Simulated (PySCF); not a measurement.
Ethylidenecyclopentane, C7H12.
Bonds: C1–C2, C2–C3 (double), C3–C4, C4–C5, C5–C6, C6–C7, C3–C7. Hydrogens: H8, H9, H10 on C1; H11 on C2; H12, H13 on C4; H14, H15 on C5; H16, H17 on C6; H18, H19 on C7.

The same species was optimised twice, with GFN2-xTB and with PBE0-D3(BJ)/def2-SVP (PySCF), and the same property calculations (PySCF, gas phase) were run on both structures.

| coordinate | GFN2-xTB | PBE0-D3(BJ)/def2-SVP | change |
| --- | --- | --- | --- |
| C2=C3 (Å) | 1.324 | 1.338 | +0.014 |
| C3–C7 (Å) | 1.508 | 1.517 | +0.009 |
| C3–C4 (Å) | 1.508 | 1.515 | +0.007 |
| C6–C7 (Å) | 1.530 | 1.533 | +0.003 |
| C4–C5 (Å) | 1.528 | 1.530 | +0.002 |
| C5–C6 (Å) | 1.527 | 1.528 | +0.001 |
| C1–C2 (Å) | 1.494 | 1.494 | 0.000 |
| C2–C3–C4 (°) | 124.4 | 125.1 | +0.7 |
| C4–C3–C7 (°) | 108.9 | 108.4 | -0.5 |
| C2–C3–C7 (°) | 126.7 | 126.5 | -0.2 |
| C1–C2–C3 (°) | 126.0 | 126.2 | +0.2 |
| C3–C7–C6 (°) | 104.6 | 104.7 | +0.1 |
| C4–C5–C6 (°) | 103.2 | 103.1 | -0.1 |
| C5–C6–C7 (°) | 103.7 | 103.7 | 0.0 |
| C3–C4–C5 (°) | 104.3 | 104.3 | 0.0 |

Rotational constants: A = 5823, B = 1770, C = 1438 MHz (GFN2-xTB) against A = 5770, B = 1748, C = 1422 MHz (PBE0-D3(BJ)/def2-SVP). Point groups within 0.08 Å: C1 and C1.

On the GFN2-xTB structure: lowest singlet, TDDFT (eV) 6.63 [wB97X-D/def2-SVPD]; lowest triplet, Tamm–Dancoff (eV) 4.28 [wB97X-D/def2-SVPD]; isotropic polarisability (au) 81.5 [wB97X-D/def2-SVPD]; HOMO (eV) -8.33 [wB97X-D/def2-SVPD]; LUMO (eV) 2.39 [wB97X-D/def2-SVPD]; dipole (D) 0.28 [wB97X-D/def2-SVPD]; HOMO (eV) -6.50 [PBE0/pcSseg-1]; LUMO (eV) 0.65 [PBE0/pcSseg-1]; dipole (D) 0.22 [PBE0/pcSseg-1]; GIAO shielding of C1 (ppm) 168.0 [PBE0/pcSseg-1]; GIAO shielding of C2 (ppm) 62.7 [PBE0/pcSseg-1]; GIAO shielding of C3 (ppm) 37.2 [PBE0/pcSseg-1]; GIAO shielding of C4 (ppm) 149.5 [PBE0/pcSseg-1]; GIAO shielding of C5 (ppm) 156.6 [PBE0/pcSseg-1]; GIAO shielding of C6 (ppm) 156.5 [PBE0/pcSseg-1]; GIAO shielding of C7 (ppm) 155.0 [PBE0/pcSseg-1].

Problem. What do these properties become on the PBE0-D3(BJ)/def2-SVP structure?

Solution. 
```
                                    property              level  on GFN2-xTB  on PBE0-D3(BJ)/def2-SVP  change
                  lowest singlet, TDDFT (eV)  wB97X-D/def2-SVPD         6.63                     6.60   -0.03
           lowest triplet, Tamm–Dancoff (eV)  wB97X-D/def2-SVPD         4.28                     4.15   -0.13
               isotropic polarisability (au)  wB97X-D/def2-SVPD         81.5                     83.3    +1.8
                                   HOMO (eV)  wB97X-D/def2-SVPD        -8.33                    -8.30   +0.03
                                   LUMO (eV)  wB97X-D/def2-SVPD         2.39                     2.29   -0.10
                                  dipole (D)  wB97X-D/def2-SVPD         0.28                     0.29   +0.01
energy, GFN2-xTB geometry as zero (kcal/mol)  wB97X-D/def2-SVPD          0.0                     -0.9    -0.9
                                   HOMO (eV)      PBE0/pcSseg-1        -6.50                    -6.47   +0.03
                                   LUMO (eV)      PBE0/pcSseg-1         0.65                     0.54   -0.11
                                  dipole (D)      PBE0/pcSseg-1         0.22                     0.24   +0.02
energy, GFN2-xTB geometry as zero (kcal/mol)      PBE0/pcSseg-1          0.0                     -0.4    -0.4
                  GIAO shielding of C1 (ppm)      PBE0/pcSseg-1        168.0                    166.5    -1.5
                  GIAO shielding of C2 (ppm)      PBE0/pcSseg-1         62.7                     60.6    -2.1
                  GIAO shielding of C3 (ppm)      PBE0/pcSseg-1         37.2                     34.1    -3.1
                  GIAO shielding of C4 (ppm)      PBE0/pcSseg-1        149.5                    147.6    -1.9
                  GIAO shielding of C5 (ppm)      PBE0/pcSseg-1        156.6                    154.9    -1.7
                  GIAO shielding of C6 (ppm)      PBE0/pcSseg-1        156.5                    155.0    -1.5
                  GIAO shielding of C7 (ppm)      PBE0/pcSseg-1        155.0                    153.2    -1.8
```

The heavy atoms differ by 0.012 Å rms after alignment. Among bonds between heavy atoms C2=C3 changes most (+0.014 Å). Changes are differences of the printed values. Neither structure is proved a minimum here.

Note: wB97X-D ran without an empirical dispersion term, which enters the total energy and its gradient alone.
